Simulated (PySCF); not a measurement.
The multiplicity is imposed and other spin states were not computed.

Cartesian coordinates (Å):
```xyz
5

Ag     0.0457     0.2234     0.1194
N      0.6163     3.0135     1.6111
C      0.4087     1.9986     1.0685
H      0.7949     3.8870     2.0780
H     -0.2439    -1.1925    -0.6375
```
Charge 0, multiplicity 1.

Question: Give the charge on the central atom (Mulliken), HOMO–LUMO gap, dipole moment, LUMO, total energy and HOMO at the level PySCF 2.14.0 with PBE-D3(BJ)/def2-TZVP // r2SCAN-D4/def2-SVP.

Answer: 
```
Item                                         Result
-------------------------------------  ------------
charge on the central atom (Mulliken)       -0.15 e
HOMO–LUMO gap                               2.91 eV
dipole moment                                7.18 D
LUMO                                       -2.33 eV
total energy                           -240.9438 Ha
HOMO                                       -5.23 eV
```
